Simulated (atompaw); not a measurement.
**What one change does to a pseudopotential (Ce (Z = 58), PAW (atompaw))**

atompaw 4.2.0.5 input, output lines left out:

```
Ce 58
GGA-PBESOL scalarrelativistic loggrid 2001 logderivrange -4 5 226
6 6 5 4 0 0
6 1 0
5 2 1
4 3 1
0 0 0
c
c
c
c
c
v
c
c
c
v
v
c
c
v
v
3
3.00 2.95 2.50 1.65
y
2.2
n
n
y
2
n
y
0.05
n
bloechl besselshape
4 1 troulliermartins
```

Change: core [Xe], valence charge 4; reference 4f1 5d1.5 6s1.5 6p0; waves now 6s (bound); 6s channel at 1.55 Ry; 6p (bound); 6p channel at 0.75 Ry; 5d (bound); 5d channel at 1.05 Ry; 4f (bound); 4f channel at 0.5 Ry; local potential troulliermartins scheme with l = 4 at 1 Ry, radius 2.95 bohr; core correction smooth core density matched at 2.70 bohr; augmentation besselshape compensation charge, radius 2.30 bohr; PAW radius 3.00 bohr; waves and projectors: bloechl.

Cutoffs: the cutoffs (Ry, on a coarse ladder) from which the occupation-weighted sum of valence levels, in a spherical-Bessel basis at the reference potential, stays within 10 and 1 mRy of its value at 400 Ry; they do not see the model core or the augmentation charge, which bear on the density cutoff.

Question: What does the change do?

Answer: The potential gets softer (30 Ry and 40 Ry → 21 Ry and 30 Ry); the bound ghosts move from s to p, s; the range in which the p phases agree widens (upper end 3.6 → at the end of the scan). The shells moved into the core no longer need plane waves of their own. Several settings change at once here, so the effects cannot be laid on one of them.

```tsv
quantity	base	changed
cutoff, loose	30 Ry	21 Ry
cutoff, tight	40 Ry	30 Ry
bound ghosts	s	s, p
s: phases at 3.01 bohr within 0.05 rad from the reference energy up to (Ry; the scan ends near 5)	to the end of the scan	to the end of the scan
p: phases at 3.01 bohr within 0.05 rad from the reference energy up to (Ry; the scan ends near 5)	3.6	to the end of the scan
d: phases at 3.01 bohr within 0.05 rad from the reference energy up to (Ry; the scan ends near 5)	to the end of the scan	to the end of the scan
f: phases at 3.01 bohr within 0.05 rad from the reference energy up to (Ry; the scan ends near 5)	1.2	1.4
lowest overlap eigenvalue by channel	s 0.17, p 0.56, d 0.73, f 1.00	s 0.07, p 0.00, d 0.90, f 1.00
```

 A true bound ghost makes a file unfit for plane-wave use even where its test errors are small: the radial tests pick states by their node count and pass the ghost by. The cutoffs see the waves, projectors and local potential, not the compensation charge or the core.
